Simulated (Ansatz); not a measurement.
`CB(O)Br` + `[GeH3][Br]` → `OB(Br)Br` + `[CH3][GeH3]`  (redistribution)

Computed with Ansatz on PBE0-D4/def2-TZVP structures; ΔE is electronic, products minus reactants. CBS: MP2 limit from def2 TZ/QZ plus the TZ coupled-cluster correction, frozen cores. Functionals use def2-TZVPP. B3LYP here is the variant with VWN-RPA as its local correlation; programs differ in this. HSE06 is defined as in plane-wave codes. For Br, Ge outer-core shells are correlated without core-valence functions, which leaves a few kJ/mol of doubt a bond. Scalar relativity is left out up to krypton. Each species was taken in one conformer, which may not be the lowest.

```tsv
level	ΔE (kcal/mol)
r2SCANh-D4	10.4
r2SCAN0-D4	10.8
HSE06-D4	10.3
revPBE	9.7
B3LYP	11.2
r2SCAN0	10.9
CAM-B3LYP	11.2
SCS-MP2/def2-QZVPP	8.9
```

(1) What does CCSD(T)/CBS give? (Estimate.)

Largest T1 diagnostic among the species: 0.010.

## Answers

(1) The calculation gave: +8.8 kcal/mol. The listed levels differ from it by 1.6, 2.0, 1.5, 0.9, 2.4, 2.1, 2.4, 0.1 kcal/mol.

In def2-TZVPP, CCSD(T) changes the Hartree–Fock value by −6.0 kcal/mol (the triples alone add −0.8 kcal/mol) and MP2 by −6.9 kcal/mol. From BLYP to BHLYP (50 % exact exchange), in def2-TZVPP and without D4, ΔE moves by +2.0 kcal/mol. Leaving LDA and LC-ωPBE aside and taking each functional with its dispersion term where it has one, the values, not all of them listed here, spread over 3.3 kcal/mol, from revPBE-D4 to BHLYP-D4. LDA lies −0.9 kcal/mol from PBE without D4.
